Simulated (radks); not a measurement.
Question: C, 6 electrons, occupied as [He] 2s2 2p2 (the NIST ground configuration). All-electron calculation, non-relativistic Kohn-Sham, r2SCAN, spin-polarised, spherical densities, point nucleus; open shells are filled with parallel spins first; meta-GGA in the generalised Kohn-Sham scheme. Program: a radial shooting solver on a logarithmic mesh with Libxc functionals. Some entries of the table are withheld. Estimate them.

orbital  occ.  eigenvalue (Ry)  r(max) (bohr)  <r> (bohr)
1s up       1              (1)         0.1742      0.2705
1s down     1              (2)         0.1740      0.2693
2s up       1              (3)          1.205       1.552
2s down     1              (4)          1.239       1.626
2p up       2         -0.46936            (5)       1.727
2p down     0         -0.21859            (6)       1.895

Answer: 
(1) 1s up eigenvalue (Ry): -20.36181
(2) 1s down eigenvalue (Ry): -20.28884
(3) 2s up eigenvalue (Ry): -1.15331
(4) 2s down eigenvalue (Ry): -0.87730
(5) 2p up r(max) (bohr): 1.198
(6) 2p down r(max) (bohr): 1.292
